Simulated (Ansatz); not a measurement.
GeH2(OiPr)2 (C6H16GeO2) was relaxed with PBE-D4 (def2-SVP) in Ansatz in these states: charge +1 doublet, neutral singlet. The geometries follow in no particular order.

A:

Cartesian coordinates in Å:
```
Ge 0.091 -0.519 -1.648
H 0.306 0.499 -2.795
H -0.032 -2.020 -2.010
O -1.448 -0.169 -0.789
C -1.821 1.189 -0.505
C -1.937 1.363 1.007
C -3.129 1.492 -1.235
H -1.036 1.893 -0.880
H -2.681 0.648 1.415
H -2.256 2.392 1.271
H -0.963 1.165 1.496
H -3.002 1.376 -2.330
H -3.918 0.785 -0.905
H -3.474 2.525 -1.031
O 1.507 -0.252 -0.576
C 1.813 -1.197 0.463
C 1.820 -0.465 1.804
C 3.156 -1.850 0.143
H 1.031 -1.995 0.504
H 2.559 0.362 1.780
H 2.086 -1.151 2.633
H 0.823 -0.033 2.016
H 3.110 -2.389 -0.825
H 3.945 -1.074 0.065
H 3.451 -2.574 0.930
```

B:

Cartesian coordinates in Å:
```
Ge 1.105 -1.411 -0.796
H 1.751 -1.124 -2.159
H 1.261 -2.722 -0.010
O -0.691 -1.045 -0.837
C -1.308 -0.203 -1.809
C -1.746 1.106 -1.149
C -2.518 -1.009 -2.348
H -0.603 -0.002 -2.648
H -2.455 0.917 -0.319
H -2.245 1.747 -1.902
H -0.858 1.637 -0.752
H -2.180 -1.950 -2.821
H -3.227 -1.241 -1.530
H -3.025 -0.378 -3.105
O 1.480 0.034 0.268
C 1.463 -0.002 1.693
C 0.268 0.800 2.212
C 2.812 0.620 2.139
H 1.414 -1.056 2.051
H 0.313 1.852 1.867
H 0.272 0.790 3.320
H -0.673 0.341 1.850
H 3.662 0.025 1.755
H 2.898 1.663 1.780
H 2.829 0.611 3.248
```

Q: Judge from the bond lengths which geometry belongs to which state (an estimate).

A: A is the neutral singlet (Ge1–O4 1.796 Å, Ge1–O15 1.797 Å, C16–C18 1.528 Å); B is the charge +1 doublet (Ge1–O4 1.834 Å, Ge1–O15 1.834 Å, C16–C18 1.551 Å).
